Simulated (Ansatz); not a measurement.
Start from `[CH3][GeH]([Cl])[CH]=O` and change one atom or group to get `[CH3][GeH]([F])[CH]=O`.

Ansatz, PBE0-D4/def2-TZVP geometries, multiplicity 1. Each molecule was computed in one conformer, which needn't be the lowest.

Scalar relativity is left out up to krypton.

```
                                          property  `[CH3][GeH]([Cl])[CH]=O`
size of the dipole moment (ωB97M-V/def2-TZVPP) / D                      1.19
           HOMO–LUMO gap (ωB97M-V/def2-TZVPP) / eV                      9.94
             HOMO–LUMO gap (B3LYP/def2-TZVPP) / eV                      4.97
               HOMO energy (B3LYP/def2-TZVPP) / eV                     -7.02
             HOMO energy (ωB97M-V/def2-TZVPP) / eV                     -9.45
               HOMO–LUMO gap (PBE/def2-TZVPP) / eV                      2.89
```

Problem. Give the same properties after the change, and the shifts. (Estimate.)

Solution. Computed: 
```tsv
property	`[CH3][GeH]([F])[CH]=O`	shift
size of the dipole moment (ωB97M-V/def2-TZVPP) / D	1.21	0.02
HOMO–LUMO gap (ωB97M-V/def2-TZVPP) / eV	9.99	0.05
HOMO–LUMO gap (B3LYP/def2-TZVPP) / eV	4.98	0.01
HOMO energy (B3LYP/def2-TZVPP) / eV	-7.00	0.02
HOMO energy (ωB97M-V/def2-TZVPP) / eV	-9.46	-0.01
HOMO–LUMO gap (PBE/def2-TZVPP) / eV	2.87	-0.02
```

Dipoles are sizes alone; their direction can turn.

B3LYP here is the variant with VWN-RPA as its local correlation; programs differ in this.
